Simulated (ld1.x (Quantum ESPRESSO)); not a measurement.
u(r) = r·R(r): atom against pseudo-atom (magnesium (Mg))

Columns: radius, all-electron u(r) and pseudo u(r) of the 3p shell (level -1.38 eV) of magnesium in the configuration [He] 2s2 2p6 3s2 3p0; LDA (PZ), non-relativistic, PAW scheme, ld1.x (Quantum ESPRESSO) 7.5.

```json
{"r (bohr)": "0.062", "all-electron": "0.0229", "pseudo": "0.0087"}
{"r (bohr)": "0.125", "all-electron": "0.0657", "pseudo": "0.0341"}
{"r (bohr)": "0.188", "all-electron": "0.1065", "pseudo": "0.0720"}
{"r (bohr)": "0.250", "all-electron": "0.1369", "pseudo": "0.1158"}
{"r (bohr)": "0.312", "all-electron": "0.1560", "pseudo": "0.1594"}
{"r (bohr)": "0.375", "all-electron": "0.1646", "pseudo": "0.1971"}
{"r (bohr)": "0.438", "all-electron": "0.1640", "pseudo": "0.2226"}
{"r (bohr)": "0.500", "all-electron": "0.1562", "pseudo": "0.2327"}
{"r (bohr)": "0.562", "all-electron": "0.1430", "pseudo": "0.2272"}
{"r (bohr)": "0.625", "all-electron": "0.1253", "pseudo": "0.2070"}
{"r (bohr)": "0.688", "all-electron": "0.1046", "pseudo": "0.1754"}
{"r (bohr)": "0.750", "all-electron": "0.0821", "pseudo": "0.1373"}
{"r (bohr)": "0.812", "all-electron": "0.0582", "pseudo": "0.0966"}
{"r (bohr)": "0.875", "all-electron": "0.0331", "pseudo": "0.0562"}
{"r (bohr)": "0.938", "all-electron": "0.0076", "pseudo": "0.0192"}
{"r (bohr)": "1.000", "all-electron": "-0.0176", "pseudo": "-0.0130"}
{"r (bohr)": "1.062", "all-electron": "-0.0427", "pseudo": "-0.0415"}
{"r (bohr)": "1.125", "all-electron": "-0.0678", "pseudo": "-0.0676"}
{"r (bohr)": "1.188", "all-electron": "-0.0923", "pseudo": "-0.0923"}
{"r (bohr)": "1.250", "all-electron": "-0.1159", "pseudo": "-0.1159"}
{"r (bohr)": "1.312", "all-electron": "-0.1388", "pseudo": "-0.1388"}
{"r (bohr)": "1.375", "all-electron": "-0.1613", "pseudo": "-0.1613"}
{"r (bohr)": "1.438", "all-electron": "-0.1829", "pseudo": "-0.1829"}
{"r (bohr)": "1.500", "all-electron": "-0.2034", "pseudo": "-0.2034"}
{"r (bohr)": "1.562", "all-electron": "-0.2231", "pseudo": "-0.2231"}
{"r (bohr)": "1.625", "all-electron": "-0.2423", "pseudo": "-0.2423"}
```

Q: How many radial nodes do the two functions have?

A: The all-electron 3p function has n − l − 1 = 1; the pseudo-wave has 1, since 1 lower shell of the same l stays in the valence.

Q: At about which radius was the pseudo-wave matched?

A: 1.20 bohr. The columns agree to 0.0005 from 1.12 bohr on; several derivatives are matched, so the curves merge somewhat inside the radius.

Q: Is the pseudo-wave norm-conserving?

A: No, it belongs to a PAW set: the norm inside the radius is not constrained, and the difference is carried by the augmentation charge.
